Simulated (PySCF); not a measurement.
# How the method changes the constants of Ge2

State: ³Σg⁻ (triplet), unpaired electrons π ↑↑. Set-up: PySCF, no relativity, basis sets Ge def2-TZVPP. De refers to Ge + Ge in their high-spin ground configurations, without counterpoise correction. The functionals are run spin-unrestricted.

| Level | Re (Å) | ωe (cm⁻¹) | De (eV) |
| --- | --- | --- | --- |
| UHF | 2.353 | 327 | 1.37 |
| UHF-MP2 | 2.363 | 304 | 2.75 |
| UHF-SCS-MP2 | 2.360 | 309 | 2.56 |
| UHF-CCSD | 2.367 | 308 | 2.61 |
| UHF-CCSD(T) | 2.381 | 296 | 2.79 |
| PBE | 2.421 | 273 | 3.21 |
| PBEsol | 2.400 | 280 | 3.44 |
| r²SCAN | 2.386 | 289 | 3.12 |
| PBE0 | 2.383 | 295 | 2.97 |
| B97-3 | 2.403 | 288 | 2.91 |
| HSE06 | 2.388 | 292 | 3.04 |
| BHandHLYP | 2.370 | 305 | 2.64 |
| M06-2X | 2.385 | 303 | 2.87 |

Which functional lies closest to UHF-CCSD(T) in De, which farthest, and by how much do they differ from it?

Closest is M06-2X (+0.4 pm in Re, +2.4 % in ωe, +0.08 eV in De against UHF-CCSD(T) in the same basis), farthest PBEsol (+1.9 pm in Re, -5.4 % in ωe, +0.65 eV in De). CCSD(T) converges more slowly with the basis than the functionals do and binds too weakly in this one, so the order can change at the basis-set limit.

What does second-order correlation do here, going from UHF to UHF-MP2?

UHF-MP2 less UHF: +1.0 pm in Re, -7.0 % in ωe, +1.38 eV in De. Correlation nearly always deepens the well. The bond lengthens, as in strong covalent bonds, where excitations into antibonding orbitals dominate.

What does all correlation do here, going from UHF to UHF-CCSD(T)?

UHF-CCSD(T) less UHF: +2.8 pm in Re, -9.5 % in ωe, +1.42 eV in De. Correlation nearly always deepens the well. The bond lengthens, as in strong covalent bonds, where excitations into antibonding orbitals dominate.

Correlated steps freeze 18 core orbitals. Spin–orbit coupling is left out. The state was picked by a PBE0 search and need not be the measured ground state.

The whole job (state search and all levels along the bond) took about 15 min on 2 threads of Arm Neoverse V2 (shared host), peak memory 2.9 GiB.
